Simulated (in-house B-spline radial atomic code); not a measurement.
Whole-atom quantities along the 50-electron series, configuration [Kr] 4d10 4f2 5s2. Breit and QED terms are first order and not part of the total energy; the density at the nucleus is averaged over the nuclear charge. Computed with a B-spline radial code for spherical atoms: Dirac-Hartree-Fock, average of the configuration, finite nuclei.

```tsv
ion	Z	E/Z² (Eh)	Σ<r²> (bohr²)	n(0)/Z³ (bohr⁻³)	Lamb diamagnetic shielding (ppm)	repulsion over attraction	Breit energy (eV)	self-energy (eV)	vacuum polarisation (eV)	Dirac less non-relativistic energy (Eh)
Pr9+	59	-2.6481	17.004	1.92	6694.71	0.14017	210.25	164.3	-23.916	-316.94
Nd10+	60	-2.6665	15.702	1.983	6851.48	0.13846	222.74	174.64	-25.788	-341.38
Pm11+	61	-2.6847	14.57	2.0462	7009.27	0.13675	235.74	185.48	-27.782	-367.3
Sm12+	62	-2.7027	13.574	2.1052	7168.14	0.13504	249.28	196.84	-29.901	-394.73
Eu13+	63	-2.7205	12.689	2.1758	7328.21	0.13335	263.36	208.73	-32.162	-423.8
Gd14+	64	-2.738	11.896	2.248	7489.5	0.13166	278.01	221.19	-34.567	-454.54
```

Question: With what power of Z does the column «Breit energy (eV)» change over this range?

Answer: A fit of the logarithm of its size against log Z from Z = 59 to 64 has slope 3.43.
